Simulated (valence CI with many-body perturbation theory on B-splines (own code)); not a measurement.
**E1 transitions of Cd³³⁺**

Method: valence CI with perturbative core correlation (CI+MBPT): five valence electrons over a frozen Dirac-Fock core [Ne], radial functions for each j: 11 s, 11 p, 10 d, 8 f, 5 g, 2 h, with the one-electron correlation potential Σ1, the two-electron term Σ2, the three-electron term Σ3, Breit, model QED; selected CI, second order for the rest, scaled by the run's own slope (own B-spline code, finite nucleus).

The last digits are not significant, and no measured levels were compared; by estimate large intervals hold to a few tenths of a per cent, small ones and those within an open d or f shell to about a per cent. Among the levels kept, up to 4200 cm⁻¹ of a level comes from second order outside the variational space, and about a tenth of that is noise between levels of different J, which matters for small intervals.

Lines 51 to 100 of 583 in falling wavelength, among levels below 30.511 Ry, chosen from the strongest by gf and those to the six lowest levels. Wavelengths and rates use the calculated energies. Electric multipoles are in the length gauge, E1 and E2 with the static RPA response of the core. Weak lines are less certain than strong ones. Lines between different terms over intervals too small for the method are left out, as are lines whose strength nearly cancels. Where a level lies close to another of its J and parity, the split of strength between their lines is uncertain. The highest levels of a list are the least certain.

Levels are named by their leading jj configuration (3d3/2^4 stands for four electrons in 3d with j = 3/2), which in mixed levels can hold well under half, so a name can repeat and another be missing. Letters in brackets count levels of one name in rising energy.

```
λ vac (Å)                               Upper                               Lower   A (s⁻¹)  log gf  Branch %
    96.93  (3s 3p1/2^2 3p3/2 3d3/2) J=5/2 [a]          (3s 3p1/2^2 3p3/2^2) J=5/2  1.97e+09   -1.78      25.2
    96.92          (3s^2 3p1/2^2 3d3/2) J=3/2          (3s^2 3p1/2^2 3p3/2) J=3/2  2.79e+08   -2.80      20.0
    96.89            (3s 3p1/2 3p3/2^3) J=3/2          (3s^2 3p1/2 3p3/2^2) J=3/2  6.93e+09   -1.41      39.7
    96.43     (3s 3p1/2 3p3/2^2 3d5/2) J=11/2      (3s^2 3p1/2 3p3/2 3d5/2) J=9/2  2.07e+10   -0.46      79.6
    96.43      (3s^2 3p1/2 3p3/2 3d3/2) J=7/2          (3s^2 3p1/2 3p3/2^2) J=5/2  2.60e+08   -2.54     100.0
    96.39  (3s 3p1/2^2 3p3/2 3d3/2) J=3/2 [a]          (3s 3p1/2^2 3p3/2^2) J=5/2  3.10e+09   -1.76      31.8
    95.96            (3s 3p1/2 3p3/2^3) J=5/2          (3s^2 3p1/2 3p3/2^2) J=5/2  4.60e+09   -1.42      71.9
    95.81  (3s^2 3p1/2 3p3/2 3d3/2) J=3/2 [a]          (3s^2 3p1/2 3p3/2^2) J=3/2  2.81e+09   -1.81      56.2
    95.27      (3s 3p1/2^2 3p3/2 3d3/2) J=7/2          (3s 3p1/2^2 3p3/2^2) J=5/2  5.96e+08   -2.19      12.1
    93.96          (3s^2 3p3/2^2 3d5/2) J=1/2                (3s^2 3p3/2^3) J=3/2  8.11e+09   -1.67      14.2
    93.55  (3s 3p1/2^2 3p3/2 3d5/2) J=7/2 [a]          (3s^2 3p1/2^2 3d5/2) J=5/2  6.57e+09   -1.16      16.2
    93.25        (3s 3p3/2^3 3d5/2) J=5/2 [a]          (3s^2 3p3/2^2 3d5/2) J=7/2  8.23e+09   -1.19       8.0
    93.23  (3s^2 3p1/2 3p3/2 3d5/2) J=7/2 [a]          (3s^2 3p1/2 3p3/2^2) J=5/2  8.37e+07   -3.06      99.6
    92.71            (3s 3p1/2 3p3/2^3) J=1/2          (3s^2 3p1/2 3p3/2^2) J=1/2  6.11e+09   -1.80       4.6
    92.55       (3p1/2^2 3p3/2^2 3d5/2) J=9/2  (3s 3p1/2^2 3p3/2 3d5/2) J=7/2 [a]  1.24e+10   -0.80      23.9
    91.79  (3s^2 3p1/2 3p3/2 3d5/2) J=3/2 [a]          (3s^2 3p1/2 3p3/2^2) J=1/2  7.91e+08   -2.40       1.2
    91.07            (3s 3p3/2^3 3d5/2) J=9/2          (3s^2 3p3/2^2 3d5/2) J=9/2  2.55e+10   -0.50      18.9
    90.55  (3s 3p1/2^2 3p3/2 3d3/2) J=3/2 [b]          (3s^2 3p1/2^2 3d3/2) J=3/2  1.96e+10   -1.02      60.4
    90.13  (3s 3p1/2 3p3/2^2 3d3/2) J=5/2 [d]  (3s^2 3p1/2 3p3/2 3d3/2) J=5/2 [b]  1.26e+10   -1.04       5.0
    89.85         (3s^2 3p3/2 3d5/2^2) J=11/2          (3s^2 3p3/2^2 3d5/2) J=9/2  1.23e+10   -0.75      11.9
    89.51  (3s 3p1/2 3p3/2^2 3d5/2) J=5/2 [b]  (3s^2 3p1/2 3p3/2 3d5/2) J=3/2 [a]  1.11e+10   -1.10      13.4
    89.17            (3s 3p3/2^3 3d5/2) J=9/2          (3s^2 3p3/2^2 3d5/2) J=7/2  5.95e+10   -0.15      44.0
    89.08          (3s^2 3p3/2^2 3d3/2) J=1/2                (3s^2 3p3/2^3) J=3/2  7.34e+09   -1.76       1.9
    88.89  (3s 3p1/2 3p3/2^2 3d5/2) J=3/2 [h]          (3s^2 3p3/2^2 3d5/2) J=1/2  1.64e+10   -1.11       4.3
    88.66  (3s 3p1/2^2 3p3/2 3d5/2) J=7/2 [b]          (3s^2 3p1/2^2 3d5/2) J=5/2  5.79e+10   -0.26      86.5
    88.65          (3s^2 3p3/2^2 3d3/2) J=5/2                (3s^2 3p3/2^3) J=3/2  5.70e+09   -1.39       1.6
    88.63  (3s 3p1/2 3p3/2^2 3d5/2) J=5/2 [e]  (3s^2 3p1/2 3p3/2 3d5/2) J=3/2 [c]  1.73e+10   -0.91       6.8
    88.61      (3s^2 3p1/2 3d3/2 3d5/2) J=9/2      (3s^2 3p1/2 3p3/2 3d5/2) J=9/2  9.10e+09   -0.97       9.3
    88.48  (3s^2 3p1/2 3p3/2 3d3/2) J=3/2 [b]          (3s^2 3p1/2 3p3/2^2) J=1/2  1.09e+09   -2.29       0.2
    88.47      (3s^2 3p3/2^2 3d3/2) J=3/2 [a]                (3s^2 3p3/2^3) J=3/2  1.94e+08   -3.04       0.0
    88.35      (3s^2 3p3/2 3d5/2^2) J=7/2 [a]      (3s^2 3p3/2^2 3d5/2) J=5/2 [a]  1.03e+10   -1.02       2.9
    88.35  (3s 3p1/2^2 3p3/2 3d3/2) J=3/2 [b]          (3s 3p1/2^2 3p3/2^2) J=5/2  1.71e+09   -2.10       5.3
    88.26  (3s^2 3p1/2 3d3/2 3d5/2) J=5/2 [b]  (3s^2 3p1/2 3p3/2 3d5/2) J=3/2 [b]  1.28e+10   -1.05       3.5
    88.14  (3s 3p1/2 3p3/2^2 3d5/2) J=7/2 [b]  (3s^2 3p1/2 3p3/2 3d5/2) J=5/2 [a]  6.68e+09   -1.21       5.1
    87.82  (3s 3p1/2 3p3/2^2 3d5/2) J=5/2 [e]  (3s^2 3p1/2 3p3/2 3d5/2) J=5/2 [b]  1.76e+10   -0.91       6.9
    87.80  (3s 3p1/2 3p3/2^2 3d5/2) J=7/2 [c]  (3s^2 3p1/2 3p3/2 3d5/2) J=5/2 [a]  1.71e+10   -0.80      18.3
    87.75          (3s^2 3p1/2 3d5/2^2) J=7/2  (3s^2 3p1/2 3p3/2 3d5/2) J=5/2 [b]  9.11e+09   -1.07       2.7
    87.46  (3s 3p1/2 3p3/2^2 3d3/2) J=7/2 [b]      (3s^2 3p1/2 3p3/2 3d3/2) J=7/2  1.93e+10   -0.75       9.3
    87.28        (3s 3p3/2^3 3d5/2) J=5/2 [c]      (3s^2 3p3/2^2 3d5/2) J=5/2 [b]  2.92e+10   -0.70       6.3
    87.21  (3s 3p1/2 3p3/2^2 3d3/2) J=1/2 [c]  (3s^2 3p1/2 3p3/2 3d3/2) J=3/2 [b]  4.14e+10   -1.02       9.7
    86.82  (3s 3p1/2 3p3/2^2 3d5/2) J=5/2 [e]  (3s^2 3p1/2 3p3/2 3d5/2) J=3/2 [b]  3.55e+10   -0.62      14.0
    86.69  (3s 3p1/2 3p3/2^2 3d5/2) J=5/2 [c]  (3s^2 3p1/2 3p3/2 3d5/2) J=3/2 [a]  1.82e+10   -0.91       7.7
    86.68  (3s^2 3p1/2 3p3/2 3d5/2) J=5/2 [a]          (3s^2 3p1/2 3p3/2^2) J=5/2  1.67e+09   -1.95       0.9
    86.60      (3s^2 3p1/2 3d3/2 3d5/2) J=3/2  (3s^2 3p1/2 3p3/2 3d5/2) J=3/2 [b]  2.37e+10   -0.97       5.8
    86.45  (3s 3p1/2 3p3/2^2 3d3/2) J=1/2 [b]  (3s^2 3p1/2 3p3/2 3d3/2) J=3/2 [a]  2.63e+10   -1.23      11.4
    86.44  (3s^2 3p3/2 3d3/2 3d5/2) J=9/2 [a]          (3s^2 3p3/2^2 3d5/2) J=9/2  6.11e+09   -1.16       1.9
    86.33  (3s 3p1/2 3p3/2^2 3d5/2) J=7/2 [e]  (3s^2 3p1/2 3p3/2 3d5/2) J=7/2 [b]  3.72e+10   -0.48      19.1
    86.32  (3s^2 3p1/2 3p3/2 3d5/2) J=3/2 [a]          (3s^2 3p1/2 3p3/2^2) J=5/2  1.06e+10   -1.33      16.3
    86.20          (3s^2 3p3/2 3d3/2^2) J=7/2          (3s^2 3p3/2^2 3d3/2) J=5/2  8.13e+09   -1.14       1.7
    86.13          (3s 3p1/2^2 3p3/2^2) J=1/2          (3s^2 3p1/2^2 3p3/2) J=3/2  3.35e+10   -1.13      84.2
```

Question: How does gf follow from A for the line at 96.93 Å?

Answer: gf = 1.4992 × (2J+1)_upper × A / σ², with σ = 1031722 cm⁻¹ and 2J+1 = 6: gf = 0.0166.
